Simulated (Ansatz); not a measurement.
Gas-phase electronic energies from Ansatz, PBE0-D4/def2-TZVP geometries. CBS: MP2 limit from def2 TZ/QZ plus the TZ coupled-cluster correction, frozen cores. This one scheme is used for every species. DFT in def2-TZVPP. B3LYP here is the variant with VWN-RPA as its local correlation; programs differ in this. HSE06 is defined as in plane-wave codes. For Zn outer-core shells are correlated without core-valence functions, which leaves a few kJ/mol of doubt a bond. Scalar relativity is left out up to krypton. Each species was taken in one conformer, which may not be the lowest.

`O[CH2][ZnH]` + CH₃SH → `CSCO` + `[ZnH2]`  (substitution at a C–Zn bond)

```tsv
level	ΔE (kJ/mol)	difference from CCSD(T)/CBS
LDA (SPW92)	-25.6	-8.5
HSE06-D4	-22.6	-5.5
B2PLYP	-16.5	0.6
revPBE	-12.4	4.7
B3LYP	-13.8	3.3
BHLYP	-19.3	-2.2
HF/def2-SVP	-22.0	-4.9
MP2/def2-TZVPP	-18.7	-1.6
HF/CBS(def2)	-24.6	-7.5
MP2/CBS(def2)	-17.2	-0.1
CCSD(T)/CBS	-17.1	0
```

Largest T1 diagnostic among the species: 0.016.

Leaving LDA and LC-ωPBE aside and taking each functional with its dispersion term where it has one, the values, not all of them listed here, spread over 13.4 kJ/mol, from B97M-V to B2PLYP. LDA lies −9.5 kJ/mol from PBE without D4. The D4 term adds −6.0 kJ/mol with B3LYP and −3.3 kJ/mol with PBE0; it sums over pairs of atoms, weighted by their polarisabilities, and B3LYP, whose exchange is more repulsive, gets the larger term.
